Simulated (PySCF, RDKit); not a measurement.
Dimer: N2 (SMILES N#N) (first 2 atoms) with PH3 (SMILES P); geometry from B3LYP-D3(BJ)/def2-TZVP, rigid monomers moved along the line of their centres of mass till N2···H6 is 2.95 Å.
(charge 0, multiplicity 1):
```xyz
6

N      0.6469    -0.2110    -0.5113
N     -0.3349     0.2639    -0.4876
P      0.0353     0.1013     3.2190
H      1.1304     0.6261     2.4857
H      0.0269    -1.1173     2.4928
H     -0.9283     0.7077     2.3728
```

Interaction energies are E(AB) − E(A) − E(B) at the monomers' geometry in the complex; basis-set methods are counterpoise corrected. RDKit's UFF carries no charges.

Rows in 6-31G* carry no dispersion term and start afresh at each structure (6-31G* with six Cartesian d functions). MP2/6-31G* freezes PySCF's default core.

Programs: PySCF for 6-31G* rows; RDKit for the force fields. Values without a source in brackets are computed.

Problem. One of these levels gives -2.4 kJ/mol for the interaction energy. Which one is it?
(A) MP2/6-31G*
(B) UFF
(C) HF/6-31G*
(D) MMFF94

Solution. B, UFF. The others give 0.2 (MMFF94), 6.0 (HF/6-31G*), 3.4 (MP2/6-31G*)
